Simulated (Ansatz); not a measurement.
```json
{"atom": "H", "x (Å)": "-0.0098", "y (Å)": "0.0011", "z (Å)": "-1.2151"}
{"atom": "Cl", "x (Å)": "-0.0069", "y (Å)": "0.0052", "z (Å)": "0.0765"}
```

Basis set: STO-3G (spherical functions). Frozen core: 5 orbitals. Charge 0, multiplicity 1.

Computed with Ansatz (development build ahead of 0.2.0); each method stands on the lowest determinant of its kind that the runs found. Restricted open shells among the atoms or ions are ROHF, correlated in semicanonical orbitals with singles.

Problem. Give the atomization energy at this shape (free ground-state atoms in the same class of orbitals less the molecule, no zero-point energy) of singlet HCl by RHF-MP2, RHF.

Solution.

| method | atomization energy |
| --- | --- |
| RHF-MP2 | 367.6 kJ/mol |
| RHF | 333.1 kJ/mol |

This basis has no polarisation functions and is too small for such energies, which can lie far from measured ones in either direction.
